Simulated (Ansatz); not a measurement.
Relaxation of H6O3SSn (11 atoms, charge 0, multiplicity 1), to a largest force component of 0.03 eV/Å in at most 50 steps.

Level of theory: RHF/def2-SVP in Ansatz 0.2.0.

```xyz
11
Properties=species:S:1:pos:R:3
Sn -0.181 -0.067 0.145
H -0.186 0.139 1.856
O 1.668 -0.094 -0.476
H 1.882 -0.706 -1.168
O -1.234 1.309 -0.736
H -1.601 1.099 -1.585
O -0.894 -1.778 -0.484
H -1.494 -2.271 0.054
S 1.775 2.441 1.925
H 2.609 1.653 1.231
H 1.085 1.384 2.456
```

Problem. Where does it end, and by what steps?

Solution. The run converged. The force dipped under the threshold on the way, but the program's further checks kept it going. After 35 steps the energy has fallen by 0.402 eV; H6 moved furthest, 1.53 Å.

```csv
step,energy less start (eV),largest force component (eV/Å),accepted
0,0.0000,1.032,yes
2,-0.1939,0.468,yes
4,-0.2641,0.144,yes
6,-0.2884,0.526,yes
8,-0.3180,0.178,yes
10,-0.3371,0.078,yes
12,-0.3378,0.090,yes
14,-0.3088,1.400,no
16,-0.3402,0.398,yes
18,-0.3460,0.258,yes
20,-0.3516,0.157,yes
22,-0.3557,0.069,yes
24,-0.3622,0.412,yes
26,-0.3682,0.303,yes
28,-0.3818,0.757,yes
30,-0.3968,0.244,yes
32,-0.4009,0.065,yes
34,-0.4015,0.038,yes
35,-0.4016,0.021,yes
```

```xyz
11
Properties=species:S:1:pos:R:3
Sn -0.323 -0.478 0.345
H -0.570 -0.464 2.014
O 1.602 -0.496 -0.029
H 1.892 -1.079 -0.715
O -1.179 0.964 -0.648
H -0.922 1.849 -0.438
O -1.049 -2.074 -0.507
H -1.628 -1.939 -1.243
S 1.575 2.734 1.219
H 2.268 1.701 0.726
H 1.763 2.392 2.496
```

The run took 82 s on 2 threads of Arm Neoverse V2 (shared host), peak memory 0.28 GiB.
